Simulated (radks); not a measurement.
Values are calculated unless marked as measured or tabulated.
All-electron atom: Hf60+ in [Ne] 3s2. Code: a radial shooting solver on a logarithmic mesh with Libxc functionals. Model: scalar-relativistic Kohn-Sham, r2SCAN, spin-polarised, spherical densities, finite nucleus; meta-GGA in the generalised Kohn-Sham scheme; Fermi nuclear charge, rms radius 5.347 fm.

Normalised radial functions P(r) = r R(r), r in bohr:

```
   r/bohr * 1s (the largest magnitude, 6.38, reaches the edge; | marks zero)
 0.002031 |                        *
  0.00282 |                              *
 0.003883 |                                     *
 0.005348 |                                            *
 0.007423 |                                                  *
  0.01022 |                                                      *
  0.01408 |                                                      *
  0.01954 |                                                *
  0.02691 |                                     *
  0.03706 |                       *
  0.05145 |           *
  0.07085 |   *
  0.09758 |*
   0.1355 *
   0.1865 *
   0.2569 *
   0.3566 *
   0.4911 *
```

1s: eigenvalue -70340 eV, 0 radial nodes, <r> = 0.0190 bohr, 90 % of the charge inside 0.0345 bohr.
